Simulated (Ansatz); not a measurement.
Cost and result for the atomization energy of H4INSSi, SMILES `N[SiH](S)I` (8 atoms, 7 bonds).

Z-matrix (Å, degrees):
```
Si
S 1 2.124
I 1 2.469 2 108.3
N 1 1.697 2 105.4 3 125.2
H 1 1.478 2 115.0 3 -116.5
H 2 1.342 1 94.5 3 26.9
H 4 1.008 1 120.0 2 160.1
H 4 1.008 1 120.4 2 -52.7
```

The species carries charge 0 and has multiplicity 1. Correlated methods include outer-core shells of I, which these sets cover unevenly. I: def2 effective core potential. Geometry: relaxed with PBE0-D4/def2-TZVP. It is one conformer, not always the lowest. Program: Ansatz. All runs use 4 threads of an Arm Neoverse V1 on a shared host. Times are those of one run each, without the atoms' runs, and a repeat can differ threefold. Electronic energies, without spin–orbit coupling; frozen cores. CCSD(T)/CBS adds CCSD(T) − MP2 in def2-TZVPP to the MP2 limit, and its time is that of the two runs behind it. T1 = 0.009. With those shells the extrapolation isn't a true limit. HSE06 is the plane-wave form, built on full-range PBE exchange.

CCSD(T)/CBS is a level of theory with its own doubt, some kJ/mol a heavy atom from the limit and from the frozen cores, so smaller differences don't rank the functionals.

```csv
level,functions,wall time,atomization (kcal/mol),difference from CCSD(T)/CBS,per bond
LDA (SPW92)/def2-TZVPP,221,1.2 s,677.9,81.7,11.7
BLYP-D4/def2-TZVPP,221,2 s,588.9,-7.3,-1.0
PBE-D4/def2-TZVPP (with forces),221,2.3 s,600.4,4.2,0.6
HSE06-D4/def2-TZVPP,221,3.5 s,591.3,-4.9,-0.7
CCSD(T)/def2-SVP,96,4.1 s,533.8,-62.4,-8.9
r2SCAN-D4/def2-TZVPP (with forces),221,4.9 s,592.4,-3.8,-0.5
B2PLYP/def2-TZVPP,221,5.5 s,581.9,-14.3,-2.0
PBE-QIDH/def2-TZVPP,221,6 s,585.9,-10.3,-1.5
ωB97X-V/def2-TZVPP,221,8 s,596.9,0.7,0.1
ωB97M-V/def2-TZVPP (with forces),221,12 s,595.0,-1.2,-0.2
MP2/def2-QZVPP,399,15 s,596.1,-0.1,0.0
CCSD(T)/def2-TZVPP,221,2.1 min,571.8,-24.4,-3.5
CCSD(T)/CBS(def2),–,2.4 min,596.2,0.0,0.0
```

From r2SCAN to r2SCAN0 (25 % exact exchange), in def2-TZVPP and without D4, the atomization energy moves by −9.4 kcal/mol: exact exchange takes away binding that semilocal exchange gives to molecules. In def2-TZVPP, CCSD(T) changes the Hartree–Fock value by +163.4 kcal/mol (the triples alone add +10.7 kcal/mol) and MP2 by +173.2 kcal/mol; breaking electron pairs costs correlation energy, which Hartree–Fock lacks. At CCSD(T), def2-SVP lies −62.4 kcal/mol from the extrapolated value and def2-TZVPP −24.3 kcal/mol: correlation converges slowly with the basis, and small sets miss more of it in the bonded molecule than in its fragments.

Spin–orbit coupling would lower the free I atoms strongly, and the atomization energy with them, by more than many differences here.
